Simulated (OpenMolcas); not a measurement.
# Lines of Mo³⁺: computed and rescaled rates

```yaml
Program: OpenMolcas
Method: "MS-CASPT2, IPEA 0.25 Eh, imaginary shift 0.1 Eh (closed shells correlated: 4s 4p)"
Basis: ANO-R3 [8s6p5d3f2g1h]
Scalar_Hamiltonian: X2C, finite nucleus
Active_space: 3 electrons in 5 orbitals (4d)
State_averaging: 2S+1 = 4 even, 10 roots; 2S+1 = 2 even, 40 roots
Spin-orbit_coupling: RASSI with atomic mean-field integrals over the reference wave functions, term energies averaged over their components
```

Rates come from the transition moments of the reference wave functions (E1 and E2 in the length form). At fixed line strength A goes as λ^-3 for E1 and M1 and as λ^-5 for E2, so a rate at the computed wavelength can be rescaled to the measured one. Measured vacuum wavelengths follow from level energies in Sugar and Musgrove, J. Phys. Chem. Ref. Data 17, 155 (1988). Branching counts decays inside the model space alone, at computed energies, and the table is only a selection of the E2 and M1 lines, drawn from those between levels with measured partners whose computed energy lies within a factor of 1.5 of the measured one.

```json
{"Upper": "4d3 2D 3/2(2)", "Lower": "4d3 2G 7/2", "Type": "E2", "λ computed (nm)": "345.7", "λ measured (nm)": "361.7", "A computed (s-1)": "6.97e+00", "A rescaled (s-1)": "5.56e+00", "Branching %": "57.1"}
{"Upper": "4d3 2D 5/2(2)", "Lower": "4d3 2G 9/2", "Type": "E2", "λ computed (nm)": "360.1", "λ measured (nm)": "375.8", "A computed (s-1)": "4.83e+00", "A rescaled (s-1)": "3.90e+00", "Branching %": "41.5"}
{"Upper": "4d3 2D 5/2(1)", "Lower": "4d3 4F 7/2", "Type": "M1", "λ computed (nm)": "649.1", "λ measured (nm)": "664.5", "A computed (s-1)": "8.85e-01", "A rescaled (s-1)": "", "Branching %": "73.0"}
{"Upper": "4d3 2D 3/2(1) [60 %]", "Lower": "4d3 4F 5/2", "Type": "M1", "λ computed (nm)": "609.4", "λ measured (nm)": "612.4", "A computed (s-1)": "6.77e-01", "A rescaled (s-1)": "", "Branching %": "46.6"}
{"Upper": "4d3 2G 9/2", "Lower": "4d3 4F 9/2", "Type": "M1", "λ computed (nm)": "1046", "λ measured (nm)": "1059", "A computed (s-1)": "4.51e-01", "A rescaled (s-1)": "", "Branching %": "66.8"}
{"Upper": "4d3 2D 3/2(1) [60 %]", "Lower": "4d3 4F 3/2", "Type": "M1", "λ computed (nm)": "582.8", "λ measured (nm)": "584.5", "A computed (s-1)": "3.58e-01", "A rescaled (s-1)": "", "Branching %": "24.7"}
{"Upper": "4d3 2P 1/2", "Lower": "4d3 4P 1/2", "Type": "M1", "λ computed (nm)": "2790", "λ measured (nm)": "2494", "A computed (s-1)": "2.75e-01", "A rescaled (s-1)": "", "Branching %": "93.1"}
{"Upper": "4d3 2G 7/2", "Lower": "4d3 4F 5/2", "Type": "M1", "λ computed (nm)": "923.5", "λ measured (nm)": "925.7", "A computed (s-1)": "2.30e-01", "A rescaled (s-1)": "", "Branching %": "51.7"}
{"Upper": "4d3 2G 9/2", "Lower": "4d3 4F 7/2", "Type": "M1", "λ computed (nm)": "940.9", "λ measured (nm)": "947.8", "A computed (s-1)": "2.20e-01", "A rescaled (s-1)": "", "Branching %": "32.5"}
{"Upper": "4d3 2F 7/2", "Lower": "4d3 4F 9/2", "Type": "M1", "λ computed (nm)": "444", "λ measured (nm)": "456.2", "A computed (s-1)": "2.08e-01", "A rescaled (s-1)": "", "Branching %": "29.6"}
{"Upper": "4d3 2F 7/2", "Lower": "4d3 2G 7/2", "Type": "M1", "λ computed (nm)": "729.4", "λ measured (nm)": "757.2", "A computed (s-1)": "2.07e-01", "A rescaled (s-1)": "", "Branching %": "29.5"}
{"Upper": "4d3 2G 7/2", "Lower": "4d3 4F 7/2", "Type": "M1", "λ computed (nm)": "1012", "λ measured (nm)": "1018", "A computed (s-1)": "2.06e-01", "A rescaled (s-1)": "", "Branching %": "46.4"}
{"Upper": "4d3 2F 5/2", "Lower": "4d3 4F 3/2", "Type": "M1", "λ computed (nm)": "390.5", "λ measured (nm)": "398.4", "A computed (s-1)": "1.79e-01", "A rescaled (s-1)": "", "Branching %": "32.5"}
{"Upper": "4d3 2H 9/2", "Lower": "4d3 2G 9/2", "Type": "M1", "λ computed (nm)": "2578", "λ measured (nm)": "2714", "A computed (s-1)": "1.70e-01", "A rescaled (s-1)": "", "Branching %": "45.9"}
{"Upper": "4d3 2H 9/2", "Lower": "4d3 2G 7/2", "Type": "M1", "λ computed (nm)": "2163", "λ measured (nm)": "2265", "A computed (s-1)": "1.40e-01", "A rescaled (s-1)": "", "Branching %": "37.9"}
{"Upper": "4d3 2H 11/2", "Lower": "4d3 2G 9/2", "Type": "M1", "λ computed (nm)": "2340", "λ measured (nm)": "2471", "A computed (s-1)": "1.13e-01", "A rescaled (s-1)": "", "Branching %": "95.0"}
{"Upper": "4d3 4P 1/2", "Lower": "4d3 4F 3/2", "Type": "E2", "λ computed (nm)": "931.8", "λ measured (nm)": "967.3", "A computed (s-1)": "3.68e-02", "A rescaled (s-1)": "3.05e-02", "Branching %": "67.1"}
{"Upper": "4d3 4F 7/2", "Lower": "4d3 4F 5/2", "Type": "M1", "λ computed (nm)": "10590", "λ measured (nm)": "10190", "A computed (s-1)": "3.63e-02", "A rescaled (s-1)": "4.07e-02", "Branching %": "100.0"}
{"Upper": "4d3 4F 9/2", "Lower": "4d3 4F 7/2", "Type": "M1", "λ computed (nm)": "9342", "λ measured (nm)": "9051", "A computed (s-1)": "3.29e-02", "A rescaled (s-1)": "3.62e-02", "Branching %": "100.0"}
{"Upper": "4d3 4P 3/2", "Lower": "4d3 4F 3/2", "Type": "M1", "λ computed (nm)": "936", "λ measured (nm)": "968", "A computed (s-1)": "3.16e-02", "A rescaled (s-1)": "", "Branching %": "37.6"}
{"Upper": "4d3 4P 5/2", "Lower": "4d3 4P 3/2", "Type": "M1", "λ computed (nm)": "7799", "λ measured (nm)": "7804", "A computed (s-1)": "2.85e-02", "A rescaled (s-1)": "2.84e-02", "Branching %": "36.4"}
{"Upper": "4d3 4P 5/2", "Lower": "4d3 4F 9/2", "Type": "E2", "λ computed (nm)": "1087", "λ measured (nm)": "1143", "A computed (s-1)": "2.12e-02", "A rescaled (s-1)": "1.65e-02", "Branching %": "27.1"}
{"Upper": "4d3 4P 3/2", "Lower": "4d3 4F 5/2", "Type": "M1", "λ computed (nm)": "1006", "λ measured (nm)": "1047", "A computed (s-1)": "2.01e-02", "A rescaled (s-1)": "", "Branching %": "23.8"}
{"Upper": "4d3 4F 5/2", "Lower": "4d3 4F 3/2", "Type": "M1", "λ computed (nm)": "13360", "λ measured (nm)": "12850", "A computed (s-1)": "1.80e-02", "A rescaled (s-1)": "2.02e-02", "Branching %": "100.0"}
{"Upper": "4d3 4P 1/2", "Lower": "4d3 4F 5/2", "Type": "E2", "λ computed (nm)": "1002", "λ measured (nm)": "1046", "A computed (s-1)": "1.60e-02", "A rescaled (s-1)": "1.29e-02", "Branching %": "29.2"}
```

Spin-changing lines and M1 lines between different terms are not rescaled, since their strength hangs on the term gaps too.

The largest correction is for 4d3 4P 5/2 → 4d3 4F 9/2 (E2): 2.12e-02 × (1087 / 1143)^5 = 1.65e-02 s-1, a factor of 0.78.

The computed rate and branching of 4d3 4F 5/2 → 4d3 4F 3/2 give the upper level a radiative lifetime of 1.000 / 1.80e-02 s-1 = 5.56e+01 s, counting decays inside the model space alone. The rescaled rate gives about 4.9e+01 s.

These are rates of the free ion; in crystals, glasses and complexes forced electric-dipole and non-radiative decay shorten such lifetimes by orders of magnitude. No measured rate stands beside these. Rescaling mends the energy factor alone: line strengths can still be far off where a level mixes with configurations outside the active space, and weak or spin-changing lines hang on small mixing coefficients that depend on the term gaps too, so rescaling need not improve them.

CASPT2 breaks the degeneracy within a term, and the mean is taken; among the terms shown or strongly mixed into the levels shown the widest spread is 770 cm-1 (4d3 4F). The CASPT2 spread within a term exceeds the gap to the next term for 4d3 2H and 4d3 2D(1), so the order of their levels is uncertain. Computed and measured levels are paired by configuration, term and J; levels that our copy of the source lacks, or whose pairing is in doubt (as where it misses far off the trend of its configuration), stay unpaired. Levels of configurations outside the active space are missing.

A share in square brackets marks a mixed level and gives the weight of the term that names it. A number in round brackets counts repeated terms of one configuration in the order of the reference energies.
